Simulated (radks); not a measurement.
Values are calculated unless marked as measured or tabulated.
Effect of the nuclear size on the lutetium ion Lu+, [Xe] 4f14 6s2. Code: a radial shooting solver on a logarithmic mesh with Libxc functionals. Model: Dirac Kohn-Sham, LDA (Slater exchange, Perdew-Wang correlation), spin-unpolarised, spherical densities, finite nucleus; Fermi nuclear charge, rms radius 5.37 fm. The rms radius is varied about that value; shifts are against it.

[
 {"rms radius (fm)": "4.6075", "total energy shift (eV)": "-11.7", "density at nucleus (e/bohr^3)": "1.162e+06", "1s1/2 shift (meV)": "-4790", "2s1/2 shift (meV)": "-656", "4p1/2 shift (meV)": "0.311", "5s1/2 shift (meV)": "-5.15", "5p1/2 shift (meV)": "0.564", "6s1/2 shift (meV)": "-0.397", "6p1/2 (empty) shift (meV)": "0.204"},
 {"rms radius (fm)": "5.1606", "total energy shift (eV)": "-3.35", "density at nucleus (e/bohr^3)": "1.121e+06", "1s1/2 shift (meV)": "-1360", "2s1/2 shift (meV)": "-187", "4p1/2 shift (meV)": "0.088", "5s1/2 shift (meV)": "-1.47", "5p1/2 shift (meV)": "0.161", "6s1/2 shift (meV)": "-0.113", "6p1/2 (empty) shift (meV)": "0.058"},
 {"rms radius (fm)": "5.37", "total energy shift (eV)": "0", "density at nucleus (e/bohr^3)": "1.107e+06", "1s1/2 shift (meV)": "0.000", "2s1/2 shift (meV)": "0.000", "4p1/2 shift (meV)": "0.000", "5s1/2 shift (meV)": "0.000", "5p1/2 shift (meV)": "0.000", "6s1/2 shift (meV)": "0.000", "6p1/2 (empty) shift (meV)": "0.000"},
 {"rms radius (fm)": "5.8103", "total energy shift (eV)": "7.33", "density at nucleus (e/bohr^3)": "1.08e+06", "1s1/2 shift (meV)": "2990", "2s1/2 shift (meV)": "410", "4p1/2 shift (meV)": "-0.192", "5s1/2 shift (meV)": "3.22", "5p1/2 shift (meV)": "-0.352", "6s1/2 shift (meV)": "0.248", "6p1/2 (empty) shift (meV)": "-0.127"},
 {"rms radius (fm)": "6.401", "total energy shift (eV)": "17.8", "density at nucleus (e/bohr^3)": "1.047e+06", "1s1/2 shift (meV)": "7250", "2s1/2 shift (meV)": "993", "4p1/2 shift (meV)": "-0.462", "5s1/2 shift (meV)": "7.80", "5p1/2 shift (meV)": "-0.852", "6s1/2 shift (meV)": "0.601", "6p1/2 (empty) shift (meV)": "-0.308"}
]

Slopes of the eigenvalues against <r^2> in GHz/fm^2, as finite differences over the two radii next to the reference (eigenvalue slopes, not the field-shift constants of lines): 1s1/2 148000, 2s1/2 20200, 4p1/2 -9.50, 5s1/2 159, 5p1/2 -17.4, 6s1/2 12.2, 6p1/2 (empty) -6.28.
